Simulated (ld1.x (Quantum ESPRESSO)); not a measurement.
Sb (Z = 51): variants of one TM potential

Base potential:

```json
{
  "Element": "Sb (Z = 51)",
  "Generator": "ld1.x (Quantum ESPRESSO) 7.5",
  "Type": "norm-conserving Troullier–Martins (Kleinman–Bylander form)",
  "Functional": "LDA (PZ)",
  "Relativity": "scalar-relativistic",
  "Frozen core": "[Kr] 4d10",
  "Valence charge": "5",
  "Reference configuration": "5s2 5p3",
  "Partial waves": "5s (bound): rc 1.40 bohr; 5p (bound): rc 1.95 bohr",
  "Local potential": "all-electron potential smoothed inside 1.10 bohr (lloc = -1)",
  "Core correction": "a·sin(br)/r model core, default radius (core density twice the valence density)"
}
```

Cutoffs, loose and tight: the cutoffs (Ry, on a coarse ladder) from which the occupation-weighted sum of valence levels, in a spherical-Bessel basis at the reference potential, stays within 10 and 1 mRy of its value at 400 Ry. They do not see the model core or the augmentation charge, which bear on the density cutoff. Test errors are all-electron minus pseudo excitation energies from the reference, over the configurations 5s2 5p2; 5s2 5p1; 5s2 5p0; 5s1 5p4; 5s0 5p5; 5s1 5p3; 5s2 5p2.5 (two spin-polarised tests are not counted in the largest error). A dash means not determined; rows that change the core or the reference have their own tests.

A true bound ghost makes a file unfit for plane-wave use even where its test errors are small: the radial tests pick states by their node count and pass the ghost by.

| change | outcome | cutoff, loose | cutoff, tight | bound ghosts | largest test error (meV) |
| --- | --- | --- | --- | --- | --- |
| base | generated | 45 Ry | 180 Ry | s, p, d | -129 |
| local potential all-electron potential smoothed inside 0.76 bohr (lloc = -1) | generated | 90 Ry | 180 Ry | s, p, d | -166 |
| local potential all-electron potential smoothed inside 0.94 bohr (lloc = -1) | generated | 45 Ry | 180 Ry | s, p, d | -100 |
| local potential all-electron potential smoothed inside 1.08 bohr (lloc = -1) | generated | 45 Ry | 180 Ry | s, p, d | -127 |
| local potential all-electron potential smoothed inside 1.30 bohr (lloc = -1) | generated | 45 Ry | 180 Ry | s, p, d | -145 |
| local potential all-electron potential smoothed inside 1.48 bohr (lloc = -1) | generated | 45 Ry | 180 Ry | s, d | -161 |
| local potential all-electron potential smoothed inside 1.64 bohr (lloc = -1) | generated | 45 Ry | 180 Ry | s, d | -194 |
| local potential all-electron potential smoothed inside 2.10 bohr (lloc = -1) | generated | 45 Ry | 180 Ry | none | -79 |

(1) What comes out with this change to the base: local potential all-electron potential smoothed inside 2.24 bohr (lloc = -1)?

(2) What comes out with this change to the base: local potential all-electron potential smoothed inside 1.90 bohr (lloc = -1)?

(3) What comes out with this change to the base: local potential all-electron potential smoothed inside 1.74 bohr (lloc = -1)?

## Answers

(1) outcome: generated; cutoff, loose: 45 Ry; cutoff, tight: 180 Ry; bound ghosts: none; largest test error (meV): -99.

(2) outcome: generated; cutoff, loose: 45 Ry; cutoff, tight: 180 Ry; bound ghosts: s, d; largest test error (meV): -64.

(3) outcome: generated; cutoff, loose: 45 Ry; cutoff, tight: 180 Ry; bound ghosts: s, d; largest test error (meV): -242.

Reading the sweep of the rcloc (base included, trends over the rows without a ghost): Bound ghosts are found at 0.76, 0.94, 1.08, 1.1, 1.3, 1.48, 1.64, 1.74, 1.9 bohr.
